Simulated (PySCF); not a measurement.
Molecule: SMILES CO[C@]12CC[C@H](C1)C2, C7H12O.

Bonds (- single, = double, # triple, : aromatic): C1-O2, O2-C3, C3-C4, C4-C5, C5-C6, C6-C7, C6-C8, C7-C3, C8-C3. C1 carries H9, H10, H11; C4 carries H12, H13; C5 carries H14, H15; C6 carries H16; C7 carries H17, H18; C8 carries H19, H20. Stereochemistry as in CO[C@]12CC[C@H](C1)C2. H18, H20 are cis to C5 on the ring; H17, H19 are trans to C5 on the ring.

Frames of a GFN2-xTB Langevin trajectory at 200 K; GIAO PBE0/pcSseg-1 shieldings in PySCF 2.14, gas phase, non-relativistic; equivalent atoms averaged within each frame.

δ = σ(ref) − σ, references computed at the same level: ¹³C (σref 186.93), ¹H (σref 31.72) vs TMS; ¹⁷O (σref 336.08) vs H2O. The references are static minima.

Problem. How do the shifts (ppm) fluctuate along the trajectory?

Solution. 
```
         time (fs)    C3    C1  C7/C8    C5    C6    C4    O2  H9/H10/H11  H14/H15   H16
optimised geometry  85.9  53.9   43.1  31.8  30.6  26.2  49.6        3.43     1.69  2.07
               250  84.5  56.1   44.1  40.9  31.8  29.7  53.5        3.50     2.68  2.66
               425  91.3  56.6   47.0  36.6  34.6  26.9  56.6        3.18     1.83  3.02
               625  87.8  55.0   44.3  28.4  34.2  33.0  47.8        3.16     1.77  2.45
               800  89.4  55.4   46.6  27.1  32.3  27.2  56.3        3.56     1.22  2.71
              1000  88.1  55.5   44.7  33.3  36.0  28.3  48.8        3.40     1.63  2.61
    mean of frames  88.2  55.7   45.4  33.3  33.8  29.0  52.6        3.36     1.83  2.69
standard deviation   2.5   0.6    1.3   5.7   1.7   2.5   4.1        0.18     0.53  0.21
```

5 frames give an uncertainty of the mean of about the standard deviation over 2.2 at best, since frames this close in time may not be independent; classical motion lacks zero-point vibration, and the reference would need the same averaging.
